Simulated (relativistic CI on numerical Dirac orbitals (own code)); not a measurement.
## Hyperfine structure of Cs³⁹⁺, mass number 134

Method of calculation: Dirac-Coulomb-Breit CI, separate exchange-only KLI orbitals for each configuration, model QED, unscaled Slater integrals (own radial code, finite nucleus).

Configuration list (outside the closed core [Ne]): 3s²3p⁴, 3s3p⁵, 3s²3p³3d, 3p⁶, 3s3p⁴3d, 3p⁵3d, 3s3p³3d², 3s²3p²3d4p, 3p⁵4s, 3s3p³3d4s, 3p⁵4p, 3s²3p³4s, 3s²3p²3d², 3s²3p3d³, 3s3p²3d³, 3s²3p3d²4s, 3p⁴3d², 3p³3d³, 3p³3d²4s, 3s²3p²3d4s, 3s3p²3d²4s, 3s²3p3d4s². Double excitations out of closed p, d and f shells are left out; levels of such configurations are missing from the list, as are those of other unlisted configurations, and high levels can miss mixing partners.

Nuclear spin I = 4, μ = 2.9893 μN, Q = 0.37 b (tables of Stone and Pyykkö). The electronic factors are computed for point nuclear moments, without core polarisation or the Bohr-Weisskopf and QED corrections.

```json
{"Level": "3s²3p⁴ ³P2", "E (cm⁻¹)": "0", "A (GHz)": "55.02", "B (GHz)": "9.19"}
{"Level": "3s²3p⁴ ³P1", "E (cm⁻¹)": "666885", "A (GHz)": "-21.15", "B (GHz)": "-26.3"}
{"Level": "3s²3p⁴ ¹D2", "E (cm⁻¹)": "725305", "A (GHz)": "134.8", "B (GHz)": "-61.8"}
{"Level": "3s3p⁵ ³P°2", "E (cm⁻¹)": "1659257", "A (GHz)": "199.8", "B (GHz)": "-41.5"}
```

Levels with J = 0, under 50 % of one LS term, or S terms without an open s electron are left out. Small factors come from cancelling terms and can be off by tens of per cent or more.

At this charge energies of transitions that change n are usually good to better than 1 %, and those within a shell (Δn = 0) to a few per cent.

(1) Give the hyperfine levels of 3s²3p⁴ ³P2 relative to its centre of gravity.

## Answers

(1) With K = F(F + 1) − I(I + 1) − J(J + 1), E = AK/2 + B[¾K(K + 1) − I(I + 1)J(J + 1)]/[2I(2I − 1)J(2J − 1)]: F = 2: -545.7, F = 3: -384.7, F = 4: -167.7, F = 5: 107.2, F = 6: 442.5 GHz.

LS names give the leading component of a level, which can be under half, so a name can repeat, a term be missing and a line seem to break the LS rules.
